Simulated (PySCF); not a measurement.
B3LYP has the VWN-RPA correlation part, as in Gaussian. Delta-SCF ions had no search for a lower state. Excitations are Tamm–Dancoff values on a coarser integration grid. The basis has no diffuse functions, so Rydberg states are missing or too high.

## CH₇BN₂, SMILES `BNCN` (charge 0, multiplicity 1)

The numbers are results of B3LYP-D3(BJ)/def2-TZVP run with PySCF, not measurements.

| Quantity | Result |
|---|---|
| HOMO | -7.06 eV |
| dipole moment | 2.11 D |
| HOMO–LUMO gap | 7.01 eV |
| LUMO | -0.05 eV |
| S1 excitation (TDA) | 6.18 eV |
| S1 oscillator strength | 0.023 |
| brightest of the four lowest singlets (TDA) | 7.45 eV |
| T1 excitation (TDA) | 5.54 eV |
| S1–T1 gap (TDA) | 0.64 eV |
| vertical ionisation energy (Delta-SCF) | 9.63 eV |
| total energy | -176.7870 Ha |
| cost | roughly 60 core-seconds |

```xyz
11

B     -1.8385    -0.1903     0.0296
N     -0.5494    -0.5511     0.3882
C      0.6827    -0.1351    -0.2508
N      1.5469     0.5243     0.7179
H     -1.9966     0.5296    -0.9100
H     -2.7548    -0.6065     0.6689
H     -0.3844    -1.1281     1.2015
H      0.3994     0.4816    -1.1105
H      1.2270    -1.0056    -0.6295
H      1.1838     1.4391     0.9606
H      2.4840     0.6420     0.3528
```
